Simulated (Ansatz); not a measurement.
Input file for Ansatz (an electronic-structure program): R-BLYP/def2-TZVPPD on H2 (SMILES [H][H]) with ghost functions. Files ending in .json are basis or fitting sets from the Basis Set Exchange.

Ansatz 0.2 input:
```yaml
crystal:
  periodic: [false, false, false]
  atoms:
    - {symbol: H, position_ang: [-0.09568005, 0.40653908, 3.24897988]}
    - {symbol: H, position_ang: [-0.08861366, -0.04939427, 2.65979387]}
basis:
  gaussian:
    orbitals: def2-TZVPPD.json
    ghost_atoms:
      - {symbol: C, position_ang: [-0.26932197, 1.08040423, -0.42773151]}
      - {symbol: Cl, position_ang: [-0.15216577, -0.70344389, -0.26954953]}
      - {symbol: H, position_ang: [-1.19973286, 1.31737333, -0.93468570]}
      - {symbol: H, position_ang: [-0.25586036, 1.51169137, 0.56865453]}
      - {symbol: H, position_ang: [0.58093530, 1.42792704, -1.00660750]}
hamiltonian:
  xc: {name: BLYP}
scf: {lower_state_search: off}
```

Program output:

```
WARN ansatz: RAYON_NUM_THREADS=1 ignored (pool sized by the plan → 1); use --threads N
Functional definition: BLYP
these checks for a lower state are left out or cut short: stability, starts, cluster_reference, orbital_swaps, neighbouring_geometries, increment
integrals: 0.06 GiB planned
753 factors; their error is unknown
mean field: 0.52 GiB planned
mean field evaluation 1: about -31.4271 eV, gradient 1.0e1 eV
mean field evaluation 2: about -31.7683 eV, gradient 4.0e0 eV
mean field evaluation 4: about -31.8301 eV, gradient 6.5e-2 eV
mean field evaluation 8: about -31.8265 eV, gradient 4.2e-4 eV
mean field -31.82648344 eV, -1.1696016938 hartree, gradient 1.4e-6 eV, S^2 0.000000; 0 other end points of the search recorded, 0 dependent functions left out
reference -31.82668095 eV, -1.1696089520 hartree; 1, 1 occupied and 172, 172 virtual orbitals, 753 factors
Total energy: -31.82668095 eV, -1.1696089520 hartree
Checks for a lower state left out: stability, starts, cluster_reference, orbital_swaps, neighbouring_geometries, increment
```

The calculation finished and met its thresholds.

Cost: roughly 0.8 core-seconds.
